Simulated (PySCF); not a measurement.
Predicted microwave data (PBE0/pcSseg-1 in PySCF (dipole) on a GFN2-xTB geometry, gas phase) for one isomer of C7H17NSi:

```
Rotational constants : A = 1388, B = 1050, C = 824.8 MHz
Dipole components    : |μa| = 1.08 D, |μb| = 1.66 D, |μc| = 0.61 D
Inertial defect      : -232.61 u·Å²
κ                    : -0.20
```

Question: Which structure is it? (One computed conformer of each.)
A. `[CH2:1]=[CH:2][SiH2:3][C@@H:4]([CH3:5])[C@@H:6]([CH3:7])[CH2:8][NH2:9]` with C1–C2–Si3–C4 123°, C2–Si3–C4–C5 179°, Si3–C4–C6–C7 -48°, C4–C6–C8–N9 57°, C6–C8–N9–H 64° and -178°
B. `[CH3:1][CH2:2][NH:3][SiH2:4][C@@H:5]([CH3:6])[CH:7]1[CH2:8][CH2:9]1` with C1–C2–N3–Si4 -147°, C2–N3–Si4–C5 177°, N3–Si4–C5–C6 178°, Si4–C5–C7–C8 158°
C. `[CH3:1][C:2]([CH3:3])([CH3:4])[N:5]1[CH2:6][CH2:7][CH2:8][SiH2:9]1` with C2–N5–C6–C7 156°, N5–C6–C7–C8 41°, C6–C7–C8–Si9 -38°, C7–C8–Si9–N5 22°
D. `[H]/[N:9]=[CH:8]/[C:5]([SiH2:4][CH2:3][CH2:2][CH3:1])([CH3:6])[CH3:7]` with C1–C2–C3–Si4 180°, C2–C3–Si4–C5 -178°, C3–Si4–C5–C6 -179°, Si4–C5–C8–N9 -98°
E. `[CH2:1]=[C:2]([CH3:3])[C@@H:4]([CH3:5])[SiH2:6][NH:7][CH2:8][CH3:9]` with C1–C2–C4–C5 137°, C2–C4–Si6–N7 51°, C4–Si6–N7–C8 176°, Si6–N7–C8–C9 -147°
F. `[CH2:1]=[CH:2][N:3]([SiH3:4])[C@@H:5]([CH3:6])[CH2:7][CH2:8][CH3:9]` with C1–C2–N3–Si4 -2°, C2–N3–C5–C6 -62°, N3–C5–C7–C8 59°, C5–C7–C8–C9 177°

Answer: A. It is C=C[SiH2][C@@H](C)[C@@H](C)CN, an asymmetric top, point group C1. The candidates at the same level (rigid rotor, commonest isotopes):

```csv
SMILES,A (MHz),B (MHz),C (MHz),μa (D),μb (D),μc (D),Δ (u·Å²),point group,rotor
C=CN([SiH3])[C@@H](C)CCC,1553,852.9,785.8,1.12,0.70,0.70,-274.91,C1,asymmetric top
CCN[SiH2][C@@H](C)C1CC1,1977,767.6,580.7,0.30,0.63,0.62,-43.68,C1,asymmetric top
CC(C)(C)N1CCC[SiH2]1,2241,1046,875.2,0.44,0.70,0.08,-131.40,C1,asymmetric top
C=C(C)[C@@H](C)[SiH2]NCC,2057,745.4,633.6,0.07,0.43,0.38,-126.00,C1,asymmetric top
C=C[SiH2][C@@H](C)[C@@H](C)CN,1388,1050,824.8,1.08,1.66,0.61,-232.61,C1,asymmetric top
[H]/N=C/C(C)(C)[SiH2]CCC,2209,688.1,611.9,0.08,0.43,1.12,-137.30,C1,near-prolate asymmetric top
```

`CC(C)(C)N1CCC[SiH2]1` has A 61 % too high; `C=CN([SiH3])[C@@H](C)CCC` has B 19 % too low; `CCN[SiH2][C@@H](C)C1CC1` has A 42 % too high; `C=C(C)[C@@H](C)[SiH2]NCC` has A 48 % too high; `[H]/N=C/C(C)(C)[SiH2]CCC` has A 59 % too high. No structure here is proved a minimum.
